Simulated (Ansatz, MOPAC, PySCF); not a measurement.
Process, species as SMILES: C1C=CCS1 + H+ → C1=CC[SH+]C1 (at S, the best of the heteroatom sites tried; carbon was not tried)

Wanted: proton affinity (enthalpy at 298 K), in kcal/mol. Positive where the reaction releases energy. Terms: non-relativistic; valence correlation only; dispersion terms only where a functional's name holds one; 6-311+G** with 5d, 6d on Na to Ar in Ansatz (an electronic-structure program); LANL2DZ with its own core potentials from Na on; no spin-orbit coupling; 6-31G* and kin with 6d, 5d where marked. Basis-set limits of correlation are two-point, X^-3; Hartree-Fock from the larger set. [CCSD(T)-MP2]/basis is that difference in the basis named. Ab initio and DFT rows: single points at B3LYP-D3(BJ) geometries (Ansatz), with unscaled harmonic terms from B3LYP/6-31G* (Ansatz) at its own minima. Semi-empirical rows: MOPAC heats of formation at their own minima for 298 K, the proton's as measured.

Coupled cluster (Ansatz) is a level with limits of its own, used here on species with T1 under 0.025 (0.045 for open shells) and stable references: RI-MP2/CBS(cc-pV(T+d)Z,cc-pV(Q+d)Z)+[CCSD(T)-MP2]/cc-pV(T+d)Z.

Value to compare with, RI-MP2/CBS(cc-pV(T+d)Z,cc-pV(Q+d)Z)+[CCSD(T)-MP2]/cc-pV(T+d)Z (Ansatz): 200.0 kcal/mol.

| level | program | proton affinity (enthalpy at 298 K) (kcal/mol) | difference |
|---|---|---|---|
| PM6 | MOPAC | 206.1 | 6.1 |
| MNDO | MOPAC | 177.6 | -22.4 |
| SVWN5/6-31G* | Ansatz | 193.1 | -6.9 |
| PBE/STO-3G | Ansatz | 245.1 | 45.1 |
| PBE/LANL2DZ | Ansatz | 188.8 | -11.2 |
| PBE/6-311+G** | Ansatz | 198.7 | -1.3 |
| BP86/def2-SVP | PySCF | 199.9 | -0.1 |
| BP86/6-31G* (5d) | PySCF | 199.5 | -0.5 |
| B3LYP/STO-3G | Ansatz | 244.0 | 44.0 |
| B3LYP/6-31G* | Ansatz | 199.4 | -0.6 |
| M06-2X/6-31G* (5d) | PySCF | 195.3 | -4.7 |
| MP2/STO-3G | Ansatz | 251.9 | 51.9 |
| MP2/LANL2DZ | Ansatz | 186.2 | -13.8 |
| PBE0/def2-TZVPD | Ansatz | 201.3 | 1.3 |
| M06-2X/def2-TZVPD | PySCF | 198.0 | -2.0 |
| wB97M-V/def2-TZVPD | Ansatz | 197.7 | -2.3 |

Among the 13 habitual levels, MP2/STO-3G lies farthest from RI-MP2/CBS(cc-pV(T+d)Z,cc-pV(Q+d)Z)+[CCSD(T)-MP2]/cc-pV(T+d)Z (Ansatz) (51.9 kcal/mol); 4 of 13 lie above it, and their mean absolute difference is 16.0 kcal/mol, the median 6.9. One case shows no general order.

The levels are drawn from those run, B3LYP/6-31G* more often than the rest, none by its result; left out are runs that failed, that the program found above a lower state of the same kind, or whose <S^2> lies over 0.5 above the pure value.
